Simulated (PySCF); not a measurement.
# Two-component Hartree-Fock for Yb²⁷⁺ (ytterbium, charge +27)

Start: [Kr] 4d7; 4d3/2 filled at m_j = -3/2, -1/2, +1/2, +3/2; 4d5/2 filled at m_j = +1/2, +3/2, +5/2. Calculated with PySCF 2.14 in an even-tempered Gaussian basis (17 s from 2.3 bohr⁻², ratio 2.8; 14 p from 2.9 bohr⁻², ratio 2.8; 9 d from 2.9 bohr⁻², ratio 2.8; 4 f from 13 bohr⁻², ratio 3): generalised Hartree-Fock with the X2C-1e Hamiltonian and a Gaussian nucleus; spin-orbit coupling (SO) screened by Boettger's factors.

```csv
spinor shell,electrons,"ε, screened SO (eV)",weight of nominal j (screened SO),"rms radius, screened SO (bohr)"
1s1/2,2,-62565.9,1.000,0.0223
2s1/2,2,-11512.8,1.000,0.0902
2p1/2,2,-11005.3,1.000,0.0769
3s1/2,2,-3370.1,1.000,0.231
3p1/2,2,-3148.2,1.000,0.222
3p3/2,4,-2917.7,1.000,0.235
3d3/2,4,-2546.3,0.999,0.208
3d5/2,6,-2493.6,1.000,0.212
4s1/2,2,-1348.0,1.000,0.485
4p1/2,2,-1255.2,0.997,0.489
4p3/2,4,-1183.8,0.998,0.514
4d3/2,4,-1033.1,0.961,0.514
4d5/2,3,-1020.7,0.962,0.520
```

Q: Where does 2p3/2 lie, and what is the 2p spin-orbit splitting (screened SO)?

A: At -9951.5 eV, 1053.8 eV above 2p1/2.

```csv
quantity,screened SO
E (hartree),-13719.96755
M_J,9/2
⟨J²⟩,24.754
⟨L²⟩,15.009
⟨S²⟩,2.828
```

Each row is a mean over spinors that exchange with the open shell spreads, by up to 21.466 eV (4p3/2).

Breit and QED terms are absent; they matter most for the inner s and p1/2 levels.

Densities and radii are taken from the X2C orbitals without a picture-change correction, which distorts them close to the nucleus.
